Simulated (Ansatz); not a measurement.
Coupled-cluster diagnostics for SbH2Et (C2H7Sb), Ansatz.

Geometry of the singlet (PBE0-D4/def2-SVP):

```xyz
10

C     0.208    0.220    0.509
C     1.192   -0.049   -0.618
Sb   -1.614   -0.983    0.331
H    -2.487   -0.039    1.471
H    -2.227   -0.043   -0.972
H     0.646   -0.031    1.488
H    -0.089    1.278    0.544
H     2.116    0.538   -0.489
H     1.485   -1.110   -0.665
H     0.771    0.219   -1.600
```

In the def2 sets Sb takes a core potential; there is no spin–orbit coupling. Correlated methods freeze 6 core orbitals; core or outer-core shells of Sb are correlated, in sets that lack core-valence functions. Another isomer (singlet) lies 0.25 eV lower at PBE0-D4/def2-TZVP; other spin states weren't run for this one.

Estimate the CCSD(T) correlation energy, the shares of MP2 and (T), T1 and the reference's ⟨S²⟩ for: charge 0, singlet, own geometry in def2-TZVP; and the rough time on 2 threads of Arm Neoverse V2 on a shared host.


```json
{"state": "charge 0, singlet, own geometry", "basis": "def2-TZVP", "correlation (eV)": "-20.523", "MP2 share (%)": "92.7", "(T) share (%)": "3.2", "T1": "0.013", "⟨S²⟩ (pure)": "0.00 (0.00)", "wall time": "40 s"}
```
Customary marks for T1 are 0.02 (closed shells), 0.045 (open shells) and about 0.05 (3d metals). T1 stays under 0.02 throughout.
